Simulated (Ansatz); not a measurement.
`[Br][AlH][Br]` + NH₃ → `[NH2][AlH][Br]` + HBr at 600 K and 1 bar (ligand exchange at the Al–Br bond).

Isolated molecules relaxed with PBE0-D4/def2-TZVP in Ansatz; ΔE leaves out vibrations. CCSD(T)/CBS adds triple-zeta CCSD(T) − MP2 to the extrapolated MP2 energy (def2 sets, frozen cores). This one scheme is used for every species. For Br outer-core shells are correlated without core-valence functions, which leaves a few kJ/mol of doubt a bond. Scalar relativity is left out up to krypton. Each species was taken in one conformer, which may not be the lowest.

```tsv
species	CCSD(T)/CBS energy (Eh)	H − E (kJ/mol)	S (J/(mol·K))
`[Br][AlH][Br]`	-5389.38299	59.3	359.9
NH₃	-56.50880	112.4	219.5
`[NH2][AlH][Br]`	-2871.94728	130.8	366.1
HBr	-2573.91920	33.5	219.1
```

H − E and S are ideal-gas, rigid-rotor, harmonic terms from PBE0-D4/def2-TZVP, for one conformer and one mirror image of each species. 1 Eh = 2625.50 kJ/mol, R = 8.31446 J/(mol·K).

**Question.** By hand: ΔE, ΔH, ΔS and ΔG.

**Answer.** ΔE = (-2871.94728) + (-2573.91920) − (-5389.38299) − (-56.50880) = 0.02531 Eh = 66.5 kJ/mol. Δ(H − E) = 130.8 + 33.5 − 59.3 − 112.4 = -7.4, so ΔH = 59.1 kJ/mol. ΔS = 366.1 + 219.1 − 359.9 − 219.5 = 5.8 J/(mol·K). ΔG = 59.1 − 600 × (5.8)/1000 = 55.6 kJ/mol.

**Question.** By hand: the equilibrium constant, and the temperature at which ΔG would vanish if ΔH and ΔS stayed fixed.

**Answer.** log₁₀ K = −ΔG/(RT ln 10) = -4.8. ΔG = 0 at ΔH/ΔS = 10190 K, far beyond where these terms or the molecules hold.

The number of gas molecules stays the same, so ΔS is small and ΔH decides. A doubt of 5 kJ/mol in ΔE shifts log₁₀ K by 0.4 here. Other conformers and mirror images would add mixing entropy, several J/(mol·K) or more a flexible species. These are equilibria of isolated gas molecules and say nothing of rates. Largest T1 diagnostic: 0.008 (customary marks: 0.02 for closed shells, 0.045 for open ones).
